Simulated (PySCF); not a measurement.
**Gas-phase thermal properties of WF₅OH**

Computed with PySCF (xtb for GFN2) and rigid-rotor harmonic-oscillator thermochemistry at 1 bar. All species are closed-shell singlets. W: scalar-relativistic def2 core potential, no spin-orbit coupling. WF₅OH: computed as isolated molecules; such fragments, hydroxides, amides, oligomers or adducts are transient or little studied in the gas. The harmonic model lacks anharmonicity and excited electronic states, which grow with temperature; levels with a mode under 35 cm⁻¹ are left out. Soft modes under 120 cm⁻¹ make the harmonic entropy rough for WF₅OH. Warning, point group unlike the PBE0 one: WF₅OH (GFN2-xTB).

```tsv
level	point group	σ	ZPE (kJ/mol)	S°298 (J/mol/K)	Cp298 (J/mol/K)	S°1000 (J/mol/K)	H1000 − H298 (kJ/mol)
GFN2-xTB	C4v	4	52.3	402.8	149.5	602.0	117.0
PBE/def2-SVP	Cs	1	63.0	409.1	135.5	599.3	112.6
PBE0/def2-TZVP	Cs	1	65.3	397.2	133.8	586.4	112.1
```
σ: rotational symmetry number. Electronic degeneracy used: 1. Frequencies are unscaled.
